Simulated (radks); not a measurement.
Neutral boron inside a hard spherical wall (all orbitals vanish at R), configuration held at [He] 2s2 2p1 and not refilled when levels cross. All-electron calculation, non-relativistic Kohn-Sham, LDA (Slater exchange, Perdew-Wang correlation), spin-polarised, spherical densities, point nucleus; open shells are filled with parallel spins first. Program: a radial shooting solver on a logarithmic mesh with Libxc functionals. Eigenvalues in eV for spin up, with the zero of energy where the potential of the charges vanishes at infinity; a dash marks a level that is unbound or too diffuse for the functional's potential to be trusted. A positive occupied level is held by the wall or, in an anion where self-interaction has pushed it up, behind a barrier. The pressure on the wall is -dE/dV.

R (bohr) = free: E (hartree) -24.35246; kinetic (hartree) 24.172; e(1s) -178.59; e(2s) -9.801; e(2p) -4.098; e(3s, empty) -0.162; e(3p, empty) -; pressure (GPa) 0
R (bohr) = 20: E (hartree) -24.35246; kinetic (hartree) 24.172; e(1s) -178.59; e(2s) -9.801; e(2p) -4.098; e(3s, empty) -0.123; e(3p, empty) 0.436; pressure (GPa) < 0.0001
R (bohr) = 15: E (hartree) -24.35246; kinetic (hartree) 24.172; e(1s) -178.59; e(2s) -9.801; e(2p) -4.098; e(3s, empty) -0.008; e(3p, empty) 0.759; pressure (GPa) < 0.0001
R (bohr) = 5: E (hartree) -24.31659; kinetic (hartree) 24.369; e(1s) -176.64; e(2s) -8.604; e(2p) -2.607; e(3s, empty) 11.444; e(3p, empty) 13.871; pressure (GPa) 4.43
R (bohr) = 4: E (hartree) -24.21431; kinetic (hartree) 24.790; e(1s) -173.53; e(2s) -6.440; e(2p) -0.080; e(3s, empty) 23.945; e(3p, empty) 25.619; pressure (GPa) 27.9
R (bohr) = 3.5: E (hartree) -24.07374; kinetic (hartree) 25.274; e(1s) -170.51; e(2s) -3.993; e(2p) 2.596; e(3s, empty) 36.240; e(3p, empty) 36.548; pressure (GPa) 76.0
R (bohr) = 3: E (hartree) -23.77462; kinetic (hartree) 26.166; e(1s) -165.74; e(2s) 0.590; e(2p) 7.276; e(3s, empty) 57.162; e(3p, empty) 54.389; pressure (GPa) 225
R (bohr) = 2.5: E (hartree) -23.10251; kinetic (hartree) 27.902; e(1s) -158.11; e(2s) 9.861; e(2p) 15.921; e(3s, empty) 95.392; e(3p, empty) 85.562; pressure (GPa) 750
